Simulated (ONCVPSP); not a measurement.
# Logarithmic derivatives: platinum, ONCV

ONCVPSP 4.0.1 input, shortened (lines: element, Z, core and valence counts, functional; n l f; lmax; l rc ep ncon nbas qcut; lloc lpopt rc5 dvloc0; l nproj debl; icmod fcfact rcfact), Wu-Cohen, scalar-relativistic:

```
  Pt 78.00   11    3  -118130      upf
    1    0    2.00
    2    0    2.00
    2    1    6.00
    3    0    2.00
    3    1    6.00
    3    2   10.00
    4    0    2.00
    4    1    6.00
    4    2   10.00
    4    3   14.00
    5    0    2.00
    5    1    6.00
    5    2    9.00
    6    1    1.00
    3
    0    2.25    0.17    3    6    2.30
    1    1.75    0.00    4    8    8.10
    2    2.10    0.00    4    9    6.00
    3    1.80    0.05    4    7    5.90
    4    5    1.15    4.00
    0    3    0.60
    1    2    3.00
    2    2    1.70
    3    2    3.60
    3    3.50    1.40
```

In the s channel the program set the typed energies aside and used 0.050, 0.650, 1.250 Ha.

The phase is arctan(r·R′/R) of the radial function R(r), unwrapped; energies in Ha, scanned from -4 to 5 Ha. A pole is an energy at which the radial function vanishes at the test radius. The pseudo phase is shifted by a multiple of π to meet the all-electron one at the reference energy, and phase errors are pseudo minus all-electron; the curves can meet again beyond the range given. Levels narrower than the energy grid can be missing from the lists of poles. Where the grid stepped over a known ghost or core level, its pole and its step of π were put in at the level’s energy.

For each channel, where are the poles, and over which energies does the pseudopotential scatter like the atom?

| channel | radius (bohr) | reference energy (Ha) | poles, all-electron | poles, pseudo | unbroken range about the reference energy with phases within 0.05 rad | phase error 1 Ha above the reference energy (rad) |
| --- | --- | --- | --- | --- | --- | --- |
| s | 2.28 | 0.05 | -3.80, 1.52 | -1.91, 1.52, 4.99 | -1.9 to 3.5 | +0.000 |
| p | 1.78 | -0.06 | -1.73 | -1.73 | the whole range | -0.000 |
| d | 2.13 | -0.30 | 0.20 | 0.21 | the whole range | +0.000 |
| f | 1.83 | 0.05 | -2.64, 3.64 | 3.64 | above -2.5 | -0.005 |

Note: ghosts flagged at negative energy: s at -51.9 eV (a further GHOST(-) flag falls on a real empty level of the atom); GHOST(+) flagged for s at 484.1 eV. A true bound ghost makes a file unfit for plane-wave use.

Phases in the f channel:

```json
{"E (Ha)": "-3.98", "all-electron": "1.352", "pseudo": "-1.784"}
{"E (Ha)": "-3.50", "all-electron": "1.335", "pseudo": "-1.799"}
{"E (Ha)": "-3.02", "all-electron": "1.310", "pseudo": "-1.816"}
{"E (Ha)": "-2.54", "all-electron": "-1.795", "pseudo": "-1.837"}
{"E (Ha)": "-2.06", "all-electron": "-1.856", "pseudo": "-1.864"}
{"E (Ha)": "-1.58", "all-electron": "-1.896", "pseudo": "-1.899"}
{"E (Ha)": "-1.10", "all-electron": "-1.948", "pseudo": "-1.949"}
{"E (Ha)": "-0.62", "all-electron": "-2.023", "pseudo": "-2.024"}
{"E (Ha)": "-0.14", "all-electron": "-2.149", "pseudo": "-2.149"}
{"E (Ha)": "0.34", "all-electron": "-2.393", "pseudo": "-2.393"}
{"E (Ha)": "0.82", "all-electron": "-2.932", "pseudo": "-2.936"}
{"E (Ha)": "1.30", "all-electron": "-3.743", "pseudo": "-3.749"}
{"E (Ha)": "1.78", "all-electron": "-4.228", "pseudo": "-4.231"}
{"E (Ha)": "2.26", "all-electron": "-4.451", "pseudo": "-4.453"}
{"E (Ha)": "2.74", "all-electron": "-4.574", "pseudo": "-4.575"}
{"E (Ha)": "3.22", "all-electron": "-4.656", "pseudo": "-4.656"}
{"E (Ha)": "3.70", "all-electron": "-4.720", "pseudo": "-4.720"}
{"E (Ha)": "4.18", "all-electron": "-4.780", "pseudo": "-4.780"}
{"E (Ha)": "4.66", "all-electron": "-4.844", "pseudo": "-4.847"}
```
